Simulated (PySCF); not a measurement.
A GIAO shielding run with PySCF 2.14.0 with density-fitted response routines (density fitting, non-relativistic, gas phase) on `C=Cc1[nH]nc(S[SiH3])c1N`, C₅H₉N₃SSi:

```
$ OMP_NUM_THREADS=1 python probes_run.py task.json out

{"job": {"kind": "nmr", "xc": "PBE0", "basis": "pcSseg-1"}, "charge": 0, "multiplicity": 1}
C     -3.416258     0.650617    -0.291692
C     -2.497249    -0.312814    -0.272939
C     -1.085706    -0.133043    -0.088643
N     -0.473093     1.074189     0.096703
N      0.848095     0.953295     0.234525
C      1.111839    -0.340949     0.135168
S      2.758772    -0.877368     0.240847
Si     3.492071     1.130827     0.577516
C     -0.067047    -1.088401    -0.069704
N     -0.165449    -2.462603    -0.131574
H     -3.172581     1.691292    -0.161036
H     -4.457245     0.424234    -0.437404
H     -2.801351    -1.343150    -0.401996
H     -0.907832     1.979146     0.142098
H      2.909235     1.611331     1.817290
H      4.922455     0.864490     0.717357
H      3.213308     1.919897    -0.609018
H     -0.935834    -2.815546    -0.678814
H      0.714065    -2.916193    -0.331730
```

Hardware: 1 thread of an Intel Xeon, shared host. The job also computes population analyses, field gradients, ring-centre shieldings.

**Question.** How large is the calculation?

**Answer.** 90 electrons, 229 basis functions and 1219 auxiliary functions.

**Question.** How long does it take, and how much memory does it need?

**Answer.** 2.6 min of wall time, with 15 SCF cycles and 5 response iterations; peak memory 1.1 GiB. Times on a shared host scatter by some tens of per cent.
